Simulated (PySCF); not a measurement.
Compound: C2H7BGeS.
Numbering: `[BH2:1][GeH2:2][S:3][CH:4]=[CH2:5]` (hydrogens: H6, H7 on B1; H8, H9 on Ge2; H10 on C4; H11, H12 on C5)

The calculation used PBE0-D3(BJ)/def2-SVP geometry optimisation, gas phase (PySCF).

Task: Give the optimised bond lengths and angles.

Result: 
```tsv
bond	length (Å)	order
B1–Ge2	2.057	single
Ge2–S3	2.257	single
S3–C4	1.757	single
C4=C5	1.337	double
B1–H6, B1–H7	1.206	single
Ge2–H8, Ge2–H9	1.540	single
C4–H10	1.096	single
C5–H11	1.092	single
C5–H12	1.094	single
```

Bonds in one row agree within 0.01 Å and their mean is given. Orders are formal, as drawn. A selection of angles:
```tsv
angle	degrees
Ge2–B1–H6	118.2
Ge2–B1–H7	122.5
H6–B1–H7	119.2
B1–Ge2–S3	103.4
B1–Ge2–H8	114.6
B1–Ge2–H9	117.4
S3–Ge2–H8	101.5
S3–Ge2–H9	108.7
H8–Ge2–H9	109.6
Ge2–S3–C4	103.5
S3–C4–C5	130.3
S3–C4–H10	110.1
C5–C4–H10	119.6
C4–C5–H11	119.9
C4–C5–H12	123.3
H11–C5–H12	116.8
```

Torsions: B1–Ge2–S3–C4 67° (synclinal); Ge2–S3–C4–C5 1° (synperiplanar). The mirror-image conformer, all signs reversed, is as good.

S3 (sulfur bonded to C and Ge) is bent (angle 103.5°). Ge2 (germanium bonded to B, S and 2 H) is distorted tetrahedral (angles from 101.5° to 117.4°). B1 (three-coordinate boron) is planar (angles 122.5°, 119.2° and 118.2°, sum 359.9°, 0.02 Å off the plane of its three neighbours).

Point group: C1 (no symmetry element, even within 0.4 Å). PBE0-D3(BJ)/def2-SVP frequencies: not computed here. One conformer, not necessarily the lowest (H–B1–Ge2–S3 71° and -105°, B1–Ge2–S3–C4 67°, Ge2–S3–C4–C5 1°).
